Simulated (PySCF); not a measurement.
Isomers of C7H12, from PySCF, PBE0-D3(BJ)/def2-SVP geometry optimisation, gas phase. One conformer each, no zero-point energy, no frequencies.

**Question.** Which is lowest in electronic energy at this level?
A. `C[C@H]1[C@@H]2CC[C@H]1C2`: A = 4803, B = 2401, C = 2337 MHz, dipole 0.15 D
B. `[CH2:1]=[C:2]([CH3:3])/[C:4]([CH3:5])=[CH:6]/[CH3:7]` with C1–C2–C4–C5 0°: A = 4170, B = 1859, C = 1318 MHz, dipole 0.59 D
C. `[CH2:1]=[CH:2][C:3](=[CH2:4])[CH:5]([CH3:6])[CH3:7]` with C1–C2–C3–C4 -176°, C2–C3–C5–C6 -158°: A = 3502, B = 2095, C = 1568 MHz, dipole 0.26 D

**Answer.** A. That is `[C@H]1([C@@H]2C[C@H]1CC2)C`, 7.0 kcal/mol below the next.

```tsv
SMILES	mapped SMILES	E (Eh)	relative (kcal/mol)	relative (kJ/mol)	dipole (D)
C[C@H]1[C@@H]2CC[C@H]1C2	[CH3:1][C@H:2]1[C@@H:3]2[CH2:4][CH2:5][C@H:6]1[CH2:7]2	-273.42736	0.0	0.0	0.15
C=C(C)/C(C)=C/C	[CH2:1]=[C:2]([CH3:3])/[C:4]([CH3:5])=[CH:6]/[CH3:7]	-273.41621	7.0	29.3	0.59
C=CC(=C)C(C)C	[CH2:1]=[CH:2][C:3](=[CH2:4])[CH:5]([CH3:6])[CH3:7]	-273.40945	11.2	47.0	0.26
```

As drawn, the lowest has a four-membered ring, which the highest lacks; the highest has a C=C bond outside aromatic rings, which the lowest lacks.
